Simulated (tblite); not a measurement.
A geometry optimisation, step by step.

Compound: C7H15FSi.
Atom-mapped SMILES: `[CH3:1][CH2:2][C@@:3]([CH3:4])([SiH3:5])[C@H:6]1[CH2:7][C@@H:8]1[F:9]` (hydrogens: H10, H11, H12 on C1; H13, H14 on C2; H15, H16, H17 on C4; H18, H19, H20 on Si5; H21 on C6; H22, H23 on C7; H24 on C8)

Computed with GFN2-xTB (tblite), gas phase: L-BFGS steps from a force-field or distance-geometry start until the largest atomic force falls under 0.01 eV/Å. 7 of its 81 geometries are shown.

Step 0: E = -791.0114 eV, largest atomic force 1.845 eV/Å
```
atom  x, y, z in Å  |  force x, y, z in eV/Å
C1     -1.705   -1.717   -0.344   -0.603  -0.181  -0.021
C2     -1.664   -0.218   -0.040    0.688  -0.102   0.721
C3     -0.230    0.418   -0.144   -0.936   1.579  -0.190
C4      0.293    0.331   -1.604    0.045  -0.289   0.732
Si5    -0.464    2.428    0.282    0.281  -1.132  -0.288
C6      0.690   -0.159    0.916    0.314  -0.044  -0.334
C7      1.601   -1.342    0.663    0.049  -0.050   0.661
C8      2.195    0.021    0.869   -0.830  -0.491   0.455
F9      2.837    0.252    2.066   -0.104   0.034  -0.417
H10    -2.744   -2.080   -0.223    0.472   0.170  -0.079
H11    -1.408   -1.925   -1.373    0.027   0.033   0.165
H12    -1.085   -2.295    0.338    0.076   0.137  -0.076
H13    -2.055   -0.077    0.996    0.343   0.009  -0.594
H14    -2.353    0.289   -0.708    0.059   0.151  -0.148
H15     0.472   -0.704   -1.894   -0.028   0.009   0.001
H16     1.234    0.868   -1.711   -0.079   0.034   0.028
H17    -0.421    0.750   -2.307   -0.068   0.053   0.148
H18    -1.419    2.984   -0.715    0.299  -0.158   0.328
H19    -0.993    2.549    1.663    0.147  -0.016  -0.397
H20     0.879    3.067    0.147   -0.503  -0.208   0.062
H21     0.247   -0.099    1.915    0.236  -0.083  -0.305
H22     1.664   -1.780   -0.319   -0.015   0.008   0.004
H23     1.735   -2.053    1.484   -0.083   0.233  -0.374
H24     2.680    0.511    0.050    0.213   0.304  -0.081
```

Step 13: E = -791.2513 eV, largest atomic force 0.062 eV/Å
```
atom  x, y, z in Å  |  force x, y, z in eV/Å
C1     -1.690   -1.698   -0.341    0.003   0.000   0.009
C2     -1.636   -0.203   -0.034   -0.025   0.005   0.023
C3     -0.253    0.465   -0.142   -0.002  -0.019  -0.020
C4      0.282    0.330   -1.566    0.014   0.007  -0.030
Si5    -0.450    2.341    0.266    0.013  -0.026  -0.001
C6      0.679   -0.150    0.886   -0.001   0.000   0.019
C7      1.582   -1.339    0.656   -0.059   0.001   0.020
C8      2.161    0.022    0.858   -0.009  -0.005   0.021
F9      2.796    0.281    2.042    0.017   0.006   0.007
H10    -2.713   -2.051   -0.217    0.043  -0.007   0.004
H11    -1.388   -1.908   -1.364    0.000   0.022   0.005
H12    -1.050   -2.261    0.333    0.021   0.016   0.009
H13    -2.011   -0.051    0.980   -0.038   0.006   0.025
H14    -2.319    0.310   -0.714   -0.037   0.026  -0.020
H15     0.452   -0.709   -1.842    0.001   0.011  -0.003
H16     1.218    0.871   -1.683    0.035  -0.002  -0.028
H17    -0.434    0.751   -2.266   -0.019  -0.007  -0.038
H18    -1.388    2.925   -0.696    0.012  -0.012   0.012
H19    -0.976    2.493    1.622    0.006  -0.016  -0.006
H20     0.852    2.997    0.144    0.001  -0.014   0.006
H21     0.261   -0.107    1.886   -0.008  -0.016   0.011
H22     1.659   -1.782   -0.324    0.011   0.022   0.018
H23     1.680   -2.046    1.468    0.021   0.001  -0.032
H24     2.671    0.539    0.056   -0.002   0.001  -0.010
```

Step 27: E = -791.2551 eV, largest atomic force 0.033 eV/Å
```
atom  x, y, z in Å  |  force x, y, z in eV/Å
C1     -1.680   -1.689   -0.334    0.000  -0.005   0.004
C2     -1.646   -0.193   -0.035    0.013  -0.004  -0.001
C3     -0.257    0.463   -0.149    0.010  -0.004   0.004
C4      0.280    0.323   -1.574   -0.005   0.009   0.004
Si5    -0.440    2.335    0.267   -0.001   0.021   0.005
C6      0.669   -0.153    0.886    0.000  -0.010   0.006
C7      1.575   -1.338    0.657    0.010   0.002  -0.005
C8      2.151    0.024    0.863   -0.023   0.024   0.004
F9      2.789    0.285    2.046   -0.012  -0.006  -0.002
H10    -2.691   -2.069   -0.201    0.008   0.005   0.011
H11    -1.381   -1.891   -1.359   -0.008  -0.008   0.005
H12    -1.019   -2.232    0.336    0.004  -0.010  -0.001
H13    -2.022   -0.035    0.979   -0.010  -0.006  -0.016
H14    -2.330    0.316   -0.719   -0.002   0.000  -0.001
H15     0.452   -0.716   -1.849   -0.003   0.022   0.013
H16     1.215    0.865   -1.693   -0.001  -0.014  -0.014
H17    -0.439    0.740   -2.276   -0.001  -0.006  -0.013
H18    -1.379    2.924   -0.690    0.013   0.007   0.007
H19    -0.966    2.472    1.625    0.008  -0.001  -0.008
H20     0.865    2.983    0.154   -0.003  -0.005   0.001
H21     0.242   -0.116    1.883    0.004  -0.006   0.006
H22     1.660   -1.770   -0.327    0.005  -0.013  -0.005
H23     1.683   -2.051    1.460   -0.011   0.005  -0.008
H24     2.655    0.543    0.059    0.007   0.003   0.003
```

Step 40: E = -791.2565 eV, largest atomic force 0.022 eV/Å
```
atom  x, y, z in Å  |  force x, y, z in eV/Å
C1     -1.673   -1.692   -0.327    0.001  -0.004   0.000
C2     -1.648   -0.193   -0.043   -0.004  -0.006  -0.008
C3     -0.260    0.467   -0.154   -0.011   0.000   0.007
C4      0.275    0.322   -1.579   -0.007   0.004   0.008
Si5    -0.430    2.339    0.272    0.003  -0.020  -0.007
C6      0.661   -0.157    0.880   -0.004   0.007   0.005
C7      1.577   -1.335    0.649   -0.008   0.006  -0.008
C8      2.142    0.030    0.869    0.017  -0.013  -0.004
F9      2.770    0.283    2.058   -0.003   0.008   0.008
H10    -2.677   -2.079   -0.169   -0.009   0.000   0.006
H11    -1.392   -1.903   -1.355   -0.003  -0.001  -0.002
H12    -0.994   -2.223    0.335   -0.002  -0.001   0.004
H13    -2.034   -0.028    0.967    0.005   0.009  -0.010
H14    -2.331    0.306   -0.736    0.008   0.002   0.008
H15     0.445   -0.719   -1.844    0.004   0.008  -0.015
H16     1.210    0.862   -1.707   -0.001  -0.007   0.004
H17    -0.445    0.733   -2.284    0.002  -0.001   0.002
H18    -1.358    2.949   -0.681   -0.007   0.002  -0.007
H19    -0.954    2.470    1.630   -0.002   0.001   0.005
H20     0.881    2.975    0.163    0.011  -0.003   0.001
H21     0.230   -0.132    1.876   -0.010   0.002   0.011
H22     1.671   -1.764   -0.336    0.010   0.003   0.000
H23     1.678   -2.051    1.451    0.006   0.002  -0.011
H24     2.648    0.558    0.072    0.005   0.003   0.002
```

Step 53: E = -791.2571 eV, largest atomic force 0.017 eV/Å
```
atom  x, y, z in Å  |  force x, y, z in eV/Å
C1     -1.677   -1.696   -0.319   -0.005  -0.007  -0.004
C2     -1.651   -0.194   -0.047    0.004  -0.002   0.004
C3     -0.262    0.463   -0.157    0.007   0.003   0.000
C4      0.273    0.322   -1.582    0.001  -0.003  -0.002
Si5    -0.425    2.335    0.270   -0.001   0.015   0.007
C6      0.660   -0.159    0.878    0.003   0.001   0.004
C7      1.583   -1.330    0.642   -0.005  -0.003  -0.002
C8      2.140    0.036    0.876   -0.009   0.006   0.005
F9      2.756    0.286    2.072    0.004  -0.001  -0.003
H10    -2.680   -2.082   -0.146   -0.006   0.002   0.001
H11    -1.409   -1.915   -1.348    0.004   0.001  -0.007
H12    -0.991   -2.222    0.339   -0.001   0.006   0.007
H13    -2.041   -0.020    0.960    0.003   0.004   0.004
H14    -2.328    0.302   -0.746   -0.006  -0.002  -0.002
H15     0.441   -0.717   -1.855   -0.005  -0.004   0.003
H16     1.210    0.860   -1.707    0.001  -0.004   0.003
H17    -0.446    0.739   -2.285    0.001   0.004  -0.005
H18    -1.349    2.955   -0.682    0.010  -0.009   0.004
H19    -0.948    2.469    1.629   -0.001  -0.001  -0.005
H20     0.893    2.958    0.167   -0.009   0.001  -0.004
H21     0.224   -0.140    1.872   -0.005  -0.007  -0.001
H22     1.683   -1.748   -0.346    0.009  -0.006  -0.006
H23     1.685   -2.054    1.437    0.004   0.001  -0.003
H24     2.650    0.572    0.087    0.000   0.004   0.004
```

Step 67: E = -791.2580 eV, largest atomic force 0.019 eV/Å
```
atom  x, y, z in Å  |  force x, y, z in eV/Å
C1     -1.690   -1.695   -0.302    0.002   0.009  -0.002
C2     -1.655   -0.190   -0.048   -0.001  -0.004   0.000
C3     -0.262    0.458   -0.161   -0.007  -0.007  -0.003
C4      0.272    0.317   -1.587   -0.001  -0.003   0.000
Si5    -0.417    2.330    0.267    0.000  -0.013  -0.007
C6      0.656   -0.175    0.871   -0.003   0.010   0.002
C7      1.605   -1.322    0.621    0.008   0.007  -0.004
C8      2.132    0.049    0.892    0.000  -0.002   0.002
F9      2.732    0.282    2.100   -0.003   0.007  -0.003
H10    -2.694   -2.074   -0.120    0.007   0.001  -0.005
H11    -1.426   -1.929   -1.330   -0.001   0.007   0.002
H12    -1.003   -2.217    0.359   -0.011   0.010  -0.001
H13    -2.045   -0.003    0.956    0.003  -0.004   0.000
H14    -2.330    0.303   -0.752    0.014  -0.013   0.000
H15     0.410   -0.724   -1.870   -0.008  -0.004   0.005
H16     1.225    0.828   -1.701    0.000  -0.006  -0.005
H17    -0.432    0.763   -2.287    0.003  -0.005   0.002
H18    -1.331    2.947   -0.695   -0.012   0.008  -0.002
H19    -0.947    2.467    1.622    0.000   0.003   0.006
H20     0.901    2.952    0.164    0.011   0.007   0.004
H21     0.205   -0.188    1.858    0.009   0.000   0.012
H22     1.729   -1.719   -0.373   -0.005   0.003  -0.002
H23     1.714   -2.057    1.405   -0.002  -0.005  -0.011
H24     2.638    0.615    0.120   -0.002  -0.007   0.013
```

Step 80: E = -791.2586 eV, largest atomic force 0.010 eV/Å
```
atom  x, y, z in Å  |  force x, y, z in eV/Å
C1     -1.696   -1.693   -0.295    0.000  -0.001  -0.001
C2     -1.657   -0.188   -0.048   -0.001   0.001   0.003
C3     -0.262    0.455   -0.161    0.001   0.001   0.003
C4      0.269    0.306   -1.587   -0.001  -0.001   0.002
Si5    -0.412    2.329    0.264    0.000   0.003   0.000
C6      0.656   -0.181    0.870    0.001  -0.002   0.000
C7      1.619   -1.314    0.607   -0.001   0.002  -0.002
C8      2.129    0.058    0.903    0.000   0.000   0.001
F9      2.718    0.282    2.119    0.001  -0.005   0.001
H10    -2.702   -2.068   -0.116    0.000  -0.002  -0.002
H11    -1.428   -1.932   -1.321    0.000   0.000  -0.003
H12    -1.014   -2.213    0.372   -0.002   0.001   0.005
H13    -2.049    0.007    0.954   -0.001  -0.005   0.005
H14    -2.328    0.302   -0.758    0.002   0.002  -0.005
H15     0.382   -0.738   -1.871    0.000   0.001  -0.001
H16     1.234    0.795   -1.702   -0.003  -0.001  -0.001
H17    -0.424    0.768   -2.287    0.003  -0.001  -0.002
H18    -1.328    2.947   -0.697    0.000   0.000   0.002
H19    -0.945    2.469    1.618    0.005  -0.003  -0.001
H20     0.906    2.952    0.164   -0.002  -0.004  -0.002
H21     0.201   -0.212    1.855   -0.002   0.003  -0.003
H22     1.751   -1.689   -0.395    0.000   0.000   0.000
H23     1.730   -2.065    1.375    0.000   0.010  -0.001
H24     2.635    0.641    0.144    0.000   0.000   0.002
```

Q: Summarise the path.

A: The energy falls by 23.85 kJ/mol from step 0 to step 80; nine tenths of that is first reached at step 6. It falls at every step. The largest force goes from 1.845 to 0.010 eV/Å. Among the bonds C3–Si5 changes most, from 2.067 to 1.927 Å; the atoms move by 0.097 Å rms after alignment.

Q: Follow the three bonds and two angles with the largest change from start to end.

A: 
```csv
step,E above end (kJ/mol),largest force (eV/Å),C3–Si5 (Å),C2–C3 (Å),Si5–H20 (Å),C4–C3–C6 (°),F9–C8–H24 (°)
0,23.85,1.845,2.067,1.572,1.493,115.5,112.2
3,5.45,0.567,1.945,1.553,1.474,111.8,109.5
7,1.87,0.185,1.938,1.544,1.458,112.8,109.1
10,1.13,0.129,1.928,1.542,1.462,112.6,109.4
14,0.66,0.060,1.931,1.540,1.461,112.4,109.4
17,0.52,0.063,1.927,1.541,1.462,112.5,109.4
21,0.42,0.037,1.925,1.540,1.461,112.6,109.5
24,0.38,0.032,1.927,1.540,1.461,112.6,109.5
28,0.32,0.028,1.926,1.540,1.462,112.5,109.5
31,0.28,0.030,1.928,1.540,1.461,112.6,109.5
35,0.24,0.020,1.927,1.540,1.462,112.5,109.5
38,0.22,0.016,1.927,1.540,1.461,112.5,109.5
42,0.19,0.022,1.927,1.540,1.462,112.6,109.5
45,0.18,0.016,1.927,1.540,1.462,112.6,109.5
49,0.16,0.013,1.927,1.540,1.461,112.7,109.5
52,0.15,0.013,1.927,1.540,1.462,112.6,109.5
56,0.14,0.019,1.927,1.540,1.461,112.7,109.6
59,0.11,0.016,1.927,1.540,1.461,112.7,109.5
63,0.08,0.020,1.926,1.540,1.462,112.6,109.5
66,0.06,0.024,1.927,1.540,1.461,112.6,109.5
70,0.04,0.024,1.927,1.540,1.462,112.6,109.6
73,0.02,0.015,1.927,1.540,1.462,112.6,109.5
77,0.01,0.016,1.927,1.540,1.461,112.5,109.5
80,0.00,0.010,1.927,1.540,1.462,112.5,109.5
```

The cost below is that of the whole relaxation. Time: 0.71 s of wall time. Hardware: an INTEL XEON PLATINUM 8581C at 2.10 GHz with one thread, on a shared host.
